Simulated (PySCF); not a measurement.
C2H10OSi3, SMILES O=C[Si@H]([SiH3])C[SiH3]. Geometry: B3LYP-D3(BJ)/def2-SVP. The structure was generated by enumeration; whether it is a known compound was not checked. Other conformers were not sampled.

Problem. Give the equilibrium geometry at B3LYP-D3(BJ)/def2-SVP (PySCF confirms it by a frequency run) as bond lengths and angles. (An estimate is asked for; the answer gives what the named calculation found.)

Solution. This is not unique; one that fits is 
Atoms: O1 C2 Si3 Si4 C5 Si6 H7 H8 H9 H10 H11 H12 H13 H14 H15 H16. Bond lengths (Å): O1–C2 1.211, C2–Si3 1.939, C2–H7 1.128, Si3–Si4 2.358, Si3–C5 1.884, Si3–H8 1.495, Si4–H9 1.494, Si4–H10 1.492, Si4–H11 1.492, C5–Si6 1.885, C5–H12 1.105, C5–H13 1.104, Si6–H14 1.492, Si6–H15 1.493, Si6–H16 1.493. Angles (°): O1–C2–Si3 120.8, O1–C2–H7 119.8, Si3–C2–H7 119.3, C2–Si3–Si4 106.3, C2–Si3–C5 106.6, C2–Si3–H8 108.8, Si4–Si3–C5 113.4, Si4–Si3–H8 108.8, C5–Si3–H8 112.7, Si3–Si4–H9 109.4, Si3–Si4–H10 109.7, Si3–Si4–H11 110.9, H9–Si4–H10 108.9, H9–Si4–H11 108.8, H10–Si4–H11 109.1, Si3–C5–Si6 116.8, Si3–C5–H12 105.5, Si3–C5–H13 108.4, Si6–C5–H12 109.5, Si6–C5–H13 109.6, H12–C5–H13 106.5, C5–Si6–H14 111.2, C5–Si6–H15 110.4, C5–Si6–H16 109.5, H14–Si6–H15 108.7, H14–Si6–H16 108.8, H15–Si6–H16 108.1.
